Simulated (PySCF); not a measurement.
Computed shifts of a molecule C4H10O, PySCF with PBE/pcSseg-1, GIAO, gas phase, atoms alike by connectivity averaged where their shifts nearly agree, in ppm (number of nuclei): ¹³C: 72.5 (1), 69.9 (1), 19.7 (1), 16.2 (1). ¹H: 4.29 (1), 4.16 (1), 3.68 (1), 3.23 (1), 1.49 (3), 1.40 (3). References: ¹³C against TMS (σ = 182.0 ppm); ¹⁷O against H2O (σ = 334.3 ppm); ¹H against TMS (σ = 31.49 ppm), references at their B3LYP-D3(BJ)/def2-TZVP geometries, non-relativistic. Coordinates come from a PBE0-D3(BJ)/def2-SVP optimisation. Other conformers were not sampled.

Task: Identify the compound among the candidates.
(A) CCOCC
(B) CCCCO
(C) CCCOC
(D) CC[C@H](C)O

Result: A, CCOCC
